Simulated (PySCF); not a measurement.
B(Cl)(NCO)(OH) (CHBClNO2), SMILES OB(N=C=O)Cl.

Geometry: TPSSh-D3(BJ)/def2-SVP. This is a generated structure with no PubChem entry under its InChIKey; it may be hypothetical. One conformer was computed; it need not be the lowest.

Two levels are set side by side: PBE/def2-TZVP (PySCF) and PBE0/def2-TZVP (PySCF). Same geometry, gas phase. Differences are taken from unrounded values.

```json
[
 {"quantity": "orbital gap (eV)", "PBE0": "8.03"},
 {"quantity": "highest occupied level (eV)", "PBE0": "-8.95"},
 {"quantity": "lowest empty level (eV)", "PBE0": "-0.92"},
 {"quantity": "dipole moment (D)", "PBE0": "2.28"},
 {"quantity": "mean polarisability (bohr³)", "PBE0": "49.4"}
]
```

Problem. What does PBE give, and how far is it from PBE0? (Estimate from the structure and the level; the computed values follow.)

Solution. 
```json
[
 {"quantity": "orbital gap (eV)", "PBE": "5.64", "PBE minus PBE0": "-2.39"},
 {"quantity": "highest occupied level (eV)", "PBE": "-7.51", "PBE minus PBE0": "1.44"},
 {"quantity": "lowest empty level (eV)", "PBE": "-1.87", "PBE minus PBE0": "-0.95"},
 {"quantity": "dipole moment (D)", "PBE": "2.20", "PBE minus PBE0": "-0.08"},
 {"quantity": "mean polarisability (bohr³)", "PBE": "51.7", "PBE minus PBE0": "2.3"}
]
```

PBE's occupied levels lie high since its potential decays too fast outside the molecule; exact exchange lowers them and widens the gap. PBE's more diffuse valence density responds more strongly to a field. Differences between two approximate levels are no errors against the true value.

Rough cost on one machine, each run with all the roots and properties that it gave: PBE0 against PBE within a factor of 2.
